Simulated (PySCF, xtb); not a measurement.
Sn(Cl)3(SiH3) (Cl3H3SiSn), SMILES [SiH3][Sn]([Cl])([Cl])[Cl].

GFN2-xTB (xtb) at its own geometry gives an orbital gap of 2.36 eV and a dipole moment of 8.26 D.

Coordinates come from a r2SCAN-D4/def2-SVP optimisation. The structure was generated by enumeration; whether it is a known compound was not checked. The def2 effective core potentials stand for the cores of Sn; spin–orbit coupling is left out.

Task: What does PBE0/def2-TZVP run with PySCF give? (Estimate from the structure and the level; the computed values follow.)

Result: gap 6.26 eV (levels -8.72 and -2.47 eV), dipole 4.17 D.
